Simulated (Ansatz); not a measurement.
Consider the formal exchange of groups at the Si–Si bond: `[SiH3][SiH]1C=CS1` + `CC#N` → `N#C[SiH3]` + `C[SiH]1C=CS1`.

Program: Ansatz. Geometries: PBE0-D4/def2-TZVP. ΔE: electronic, gas phase. CBS: MP2 limit from def2 TZ/QZ plus the TZ coupled-cluster correction, frozen cores. This one scheme is used for every species. DFT in def2-TZVPP. B3LYP here is the variant with VWN-RPA as its local correlation; programs differ in this.

```json
{"level": "r2SCAN-D4", "ΔE (kJ/mol)": "-38.3"}
{"level": "PBE0-D4", "ΔE (kJ/mol)": "-29.2"}
{"level": "B3LYP-D4", "ΔE (kJ/mol)": "-39.7"}
{"level": "ωB97X-V", "ΔE (kJ/mol)": "-42.3"}
{"level": "PBE", "ΔE (kJ/mol)": "-26.7"}
{"level": "MP2/def2-TZVPP", "ΔE (kJ/mol)": "-53.9"}
{"level": "CCSD/def2-TZVPP", "ΔE (kJ/mol)": "-48.5"}
{"level": "HF/def2-QZVPP", "ΔE (kJ/mol)": "-53.3"}
```

What does CCSD(T)/CBS give? (An estimate is asked.)

Computed: -48.0 kJ/mol. The listed levels differ from it by 9.7, 18.8, 8.3, 5.7, 21.3, -5.9, -0.5, -5.3 kJ/mol.

Largest T1 diagnostic among the species: 0.014.

From PBE to PBE0 (25 % exact exchange), in def2-TZVPP and without D4, ΔE moves by −3.8 kJ/mol.
